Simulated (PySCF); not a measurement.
[PySCF 2.14: σ from GIAO-PBE0/pcSseg-1; structure optimised with GFN2-xTB; one conformer; no solvent; equivalent nuclei averaged; non-relativistic]

Shifts are taken against calculated references (same method and geometry level): 1H, 13C against TMS. Acid and N–H amide carbonyl carbons lie up to 10 ppm further downfield in solution (hydrogen bonding). Shifts are as computed. Against solution values, carbons near 30 ppm lie about +3 ppm off and those near 130 ppm about +5 ppm. Of 1211 compounds with measured shifts, 218 miss one by over three times the rms of a fit or turn the order of signals round; such compounds aren't used in these exercises. OH and NH positions are gas-phase values without hydrogen bonding to other molecules.

(1) Order these molecules by the shift of their most deshielded carbon, lowest δ first.
A. C#Cc1ccoc1C#C
B. N#C[SiH]1[SiH2]C[SiH2]1
C. C=C[SiH2]C([SiH3])([SiH3])C=O
D. O=C1C[C@H](C(F)F)CCN1
E. C[C@H]1C[P@@H](=O)C1

(2) Order these molecules by the shift of their most shielded carbon, lowest δ first.
A. C[C@H]1C[P@@H](=O)C1
B. C#Cc1ccoc1C#C
C. N#C[SiH]1[SiH2]C[SiH2]1
D. O=C1C[C@H](C(F)F)CCN1

(3) How many 13C and 1H signals does each give (equivalence by symmetry and fast rotation, but not about amide C–N or C=N bonds)? `N#C[SiH]1[SiH2]C[SiH2]1`, `C#Cc1ccoc1C#C`, `C[C@H]1C[P@@H](=O)C1`, `C=C[SiH2]C([SiH3])([SiH3])C=O`, `O=C1C[C@H](C(F)F)CCN1`

Results:

(1) E (46.6 ppm, sp3 CH2 bonded to P), B (122.0 ppm, nitrile carbon), A (148.0 ppm, aromatic CH next to the ring oxygen), D (167.3 ppm, amide carbonyl carbon), C (208.1 ppm, aldehyde carbonyl carbon).

(2) C (-7.2 ppm, sp3 CH2 bonded to 2 Si), A (18.3 ppm, sp3 CH in a ring), D (25.8 ppm, sp3 CH2 in a ring), B (77.5 ppm, alkyne carbon).

(3) N#C[SiH]1[SiH2]C[SiH2]1: 2 C, 5 H; C#Cc1ccoc1C#C: 8 C, 4 H; C[C@H]1C[P@@H](=O)C1: 3 C, 5 H; C=C[SiH2]C([SiH3])([SiH3])C=O: 4 C, 6 H; O=C1C[C@H](C(F)F)CCN1: 6 C, 9 H.
